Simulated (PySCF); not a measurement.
# What a mistake does to a calculation on BC2GeH7

All numbers below are calculated, not measured. The program is PySCF 2.14.0, an open-source quantum chemistry code, run on an isolated molecule that a program drew, which may never have been made. The molecule is BC2GeH7 (charge 0, singlet), drawn as the SMILES string `CC[BH][GeH]`.

Each row is a Hartree-Fock (HF) and frozen-core CCSD(T) single point in the cc-pVDZ basis, meant for a local HF minimum. Run 1 is clean. Each other run has one planted mistake out of seven kinds, and not every kind appears here: one electron removed, one electron added, multiplicity raised by two, geometry at a saddle point, minimal basis STO-3G, one bond length entered in bohr, all coordinates scaled. The reference is restricted for singlets and unrestricted otherwise, and also for a bond in bohr. Adding or removing an electron swaps singlet and doublet. Electrons count all cores. HOMO and LUMO are orbital energies over both spins, the gradient is its largest component, and the lowest frequency (negative if imaginary) is given only where the gradient is small. Bond lengths are over the 10 bonds as drawn. T1 is the CCSD diagnostic: over 0.02 (restricted) or 0.045 (unrestricted) a single reference is doubtful. Germanium has the cc-pVDZ-PP basis, with a core potential (ECP10MDF) in place of its 10 inner electrons, and its 3s, 3p and 3d shells are frozen in CCSD(T).

Geometry of the clean run:
```xyz
11
BC2GeH7, angstrom
C     0.2472   -1.7444    0.9963
C    -0.5459   -0.7452    0.1459
B     0.1012    0.6872   -0.0423
Ge   -0.9543    2.4668   -0.3995
H     1.2602   -1.8735    0.6085
H     0.3330   -1.4015    2.0307
H    -0.2340   -2.7254    1.0159
H    -1.5846   -0.6967    0.4899
H    -0.6114   -1.1215   -0.8900
H     1.3087    0.7654   -0.0589
H    -0.9138    2.8084    1.1512
```

| run | electrons | basis functions | <S^2> | HOMO (eV) | LUMO (eV) | gradient (hartree/bohr) | lowest frequency (cm^-1) | mean bond (Å) | longest bond (Å) | T1 | HF (hartree) | CCSD(T) (hartree) | mistake |
|---|---|---|---|---|---|---|---|---|---|---|---|---|---|
| 1 | 56 | 100 | 0.000 | -8.34 | 0.57 | 3.7e-05 | 66 | 1.3492 | 2.100 | 0.0131 | -397.82424 | -398.34975 | no fault |
| 2 | 57 | 100 | 0.763 | -0.83 | 7.34 | 1.3e-02 | - | 1.3492 | 2.100 | 0.0177 | -397.82829 | -398.36616 | one electron added |
| 3 | 56 | 100 | 0.947 | -8.54 | 0.69 | 2.5e-02 | - | 1.4474 | 2.100 | 0.0663 | -397.71000 | -398.22986 | one bond length entered in bohr |
| 4 | 56 | 100 | 2.022 | -7.49 | 0.12 | 2.2e-02 | - | 1.3492 | 2.100 | 0.0152 | -397.79726 | -398.30537 | ? |
| 5 | 56 | 100 | 0.000 | -8.31 | 0.63 | 1.8e-02 | - | 1.3195 | 2.053 | 0.0131 | -397.81970 | -398.34209 | ? |

**Which mistake was planted in run 4, and what did it cost?**

Electrons, basis and geometry are unchanged, and <S^2> is 2.022, beside S(S+1) = 2.00 for a multiplicity of 3. So the mistake is: multiplicity raised by two. Subtracting run 1 and multiplying by 627.51 kcal/mol a hartree, the energy moved by 16.9 kcal/mol in HF and 27.8 kcal/mol in CCSD(T).

**Which mistake was planted in run 5, and what did it cost?**

The mean and the longest bond both change by the same factor, 0.978, and the gradient is no longer small. So the mistake is: all coordinates scaled. Subtracting run 1 and multiplying by 627.51 kcal/mol a hartree, the energy moved by 2.8 kcal/mol in HF and 4.8 kcal/mol in CCSD(T).

Cautions from the logs. Run 3: T1 is over the limit, so its CCSD(T) energy is less reliable.
